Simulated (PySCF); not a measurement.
Ga²⁺: interval between two levels

Ga²⁺ [Ar] 3d10 4s1 [2S1/2, M_J = 1/2] → Ga²⁺ [Ar] 3d9 4s2 [2D5/2, M_J = 5/2], as a difference of total energies. Computed with PySCF 2.14 in x2c-TZVPall-2c with one added diffuse shell each of s, p, d type (7s8p5d1f, 63 functions), with the two-component X2C-1e Hamiltonian. Correlated levels: [Ne] frozen. "Screened" scales the spin-orbit matrix elements by Boettger's factors to mimic the two-electron term; Breit and QED terms are absent.

```json
{"method": "GHF (spin-free)", "interval between two levels (cm⁻¹)": "127410"}
{"method": "GMP2 (spin-free)", "interval between two levels (cm⁻¹)": "136010"}
{"method": "GHF (screened spin-orbit)", "interval between two levels (cm⁻¹)": "125920"}
{"method": "GMP2 (screened spin-orbit)", "interval between two levels (cm⁻¹)": "134530"}
```
